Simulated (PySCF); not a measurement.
C6H8F (doublet state).
Structure used (GFN2-xTB), in Å, numbered top down from 1:
```
atom  x, y, z in Å
C1    -1.1110    0.7594   -1.6519
C2    -0.6493    0.0668   -0.5821
C3     0.4805    0.1394    0.2370
C4     1.6673    1.0202    0.2807
F5     2.5130    0.6683    1.3050
C6     0.0625   -1.0190    1.0845
C7    -1.1958   -1.1172    0.1901
H8    -2.0412    0.4973   -2.1220
H9    -0.5624    1.5889   -2.0614
H10    1.3883    2.0716    0.4488
H11    2.2540    0.9596   -0.6487
H12    0.7295   -1.8820    1.0488
H13   -0.1270   -0.7801    2.1323
H14   -1.2762   -2.0365   -0.3862
H15   -2.1365   -0.9289    0.7033
```

The hyperfine couplings belong to this conformer and change with its torsions.

Identity: `[CH2]C1=C(CF)CC1` [radical].

The calculation used UKS B3LYP, pcH-1 on C F H, non-relativistic, mean-field spin-orbit, GIAO (PySCF 2.14.0). Isolated species at its GFN2-xTB geometry (one conformer only). GFN2-xTB frequencies show an imaginary mode (29i cm⁻¹), so this geometry is no minimum at that level. The geometry wasn't refined by DFT: couplings that depend on bond lengths, twists or pyramidal angles can differ widely from those at the functional's own minimum. The SCF solution wasn't tested for stability. ⟨S²⟩ is 0.775 where a pure state has 0.75.

Q: Give the principal g shifts and their parts.

A: 
| Δg (ppm) | 1 | 2 | 3 |
| --- | --- | --- | --- |
| relativistic mass correction | -136 | -136 | -136 |
| gauge correction | -1 | 30 | 25 |
| orbital Zeeman/spin–orbit | -43 | 511 | 724 |
| total | -181 | 405 | 613 |

So g = 2.00214, 2.00272, 2.00293 and g_iso = 2.00260; the tensor is rhombic: the two nearest values differ by 26 % of g3 − g1. Axes: g2 points within 2° of the C2–C7 bond and g3 points within 4° of the C2–C3 bond.

Q: At 9.317 GHz, how far is the centre of the isotropic spectrum from where a free electron (g = 2.002319) resonates?

A: B = hν/(g μB) with μB/h = 13.99624 MHz/mT gives 332.45 mT for the free electron and 332.41 mT at g_iso, 0.05 mT lower.

Q: Average each term over the three axes. Which is largest in size?

A: The orbital-Zeeman/spin–orbit term 397, the mass correction -136 and the gauge correction 18 ppm, for a total of 279 ppm. The orbital-Zeeman/spin–orbit term is the largest in size. The mass correction is the same along every axis, so the anisotropy comes from the other two: their spans along these axes are 31 (gauge) and 768 ppm (orbital Zeeman/spin–orbit).

Q: What effective moment and Curie constant follow for a powder?

A: With the mean of g² = 4.0104 and S(S+1) = 0.75: μ_eff = √(⟨g²⟩S(S+1)) = 1.734 μB and χT = 0.12505·⟨g²⟩·S(S+1) = 0.376 cm³ K/mol (cgs; spin-Hamiltonian part alone).

Q: In a frozen sample, at which fields do the three g values resonate at 9.5, 34, 94 and 263 GHz (hyperfine left aside), and which band first spreads them over more than twice a line width of 0.3 mT?

A: 
```csv
band,GHz,B(g3) mT,B(g2) mT,B(g1) mT,spread mT
X,9.5,338.88,338.92,339.01,0.13
Q,34.0,1212.83,1212.96,1213.31,0.48
W,94.0,3353.13,3353.48,3354.46,1.33
J,263.0,9381.62,9382.60,9385.34,3.72
```

The spread grows in proportion to the frequency. W band is the first where it exceeds 0.6 mT.

The Mulliken spin populations are largest on C3 (+0.65), C1 (+0.63), C2 (-0.25) and C6 (-0.06). The angles at C3 add up to 360.0°, so it is planar.

The HOMO–LUMO gaps are 6.21 eV among the α and 5.20 eV among the β orbitals.

On one thread, Intel Xeon 6975P-C (x86_64), no GPU, shared host with 192 logical CPUs at a one-minute load of 72, this took 38 s of wall time (grids of density and orbitals included) and 0.96 GiB of memory at its peak.
